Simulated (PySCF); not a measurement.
PySCF input:

```python
from pyscf import gto, scf, dft

mol = gto.M(
    atom='''
    Ge   -0.00117794   -0.00066181    0.04572453
    H    -0.00593603   -1.32670919   -0.75158690
    H     0.04363002    1.34788725   -0.71159804
    ''',
    basis='def2-tzvpd',
    charge=0,
    spin=2,
    verbose=4,
)

mf = scf.UHF(mol).density_fit(auxbasis='def2-universal-jkfit')
mf.conv_tol = 1e-9
mf.max_cycle = 100
mf.max_memory = 1500
mf.kernel()
if not mf.converged:
    mf = mf.newton()
    mf.kernel(mf.make_rdm1())
for _ in range(2):
    mo, _, stable, _ = mf.stability(return_status=True)
    if stable:
        break
    mf.kernel(mf.make_rdm1(mo, mf.mo_occ))
mf.analyze()
```

### Question
Which total energy does the run end on?

### Answer
-2076.46182 Eh (HF/def2-TZVPD).

This is an excited triplet: at this geometry the singlet lies 0.53 eV lower at CCSD(T)/CBS(aug-cc-pVTZ,aug-cc-pVQZ).
